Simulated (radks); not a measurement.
Values are calculated unless marked as measured or tabulated.
Valence configurations of the oxygen ion O2+ (all share [He]). Level of theory: Dirac Kohn-Sham, LDA (Slater exchange, Perdew-Wang correlation), spin-unpolarised, spherical densities, point nucleus; open shells fill j = l - 1/2 first (a radial shooting solver on a logarithmic mesh with Libxc functionals). Energies are relative to 2s2 2p2; eigenvalues in eV.

valence	E (eV)	e(2p1/2)	e(2p3/2)	e(2s1/2)
2s2 2p2	0.000	-43.378	-	-58.010
2s1.5 2p2.5	7.355	-43.202	-43.150	-57.884
2s1 2p3	14.734	-43.040	-42.988	-57.770
2s0.5 2p3.5	22.137	-42.891	-42.839	-57.668
2p4	29.563	-42.754	-42.703	-

NIST lists [He] 2s2 2p2 as the ground configuration; this level of theory agrees among the configurations tried. The energies are those of spherical spin-averaged densities, not of single terms.
